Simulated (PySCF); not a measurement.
Calculation: PBE-D3(BJ)/def2-TZVP // PBE0-D3(BJ)/def2-TZVP run with PySCF. All species are isolated molecules in the gas phase. One relaxed conformer stands for a flexible species; it need not be the lowest. 

Reference species (SMILES): `[SiH2]=[Si]([SiH3])[SiH3]` (neutral, multiplicity 1).

```yaml
LUMO: -2.74 eV
HOMO: -5.26 eV
```

Changed species: `[SiH2]=[SiH][SiH2][SiH3]` (Si–Si–Si–Si torsion 96°).

Task: What does the change do to the LUMO and HOMO?

Result: the LUMO drops by 0.10 eV, to -2.84 eV; the HOMO is nearly the same.
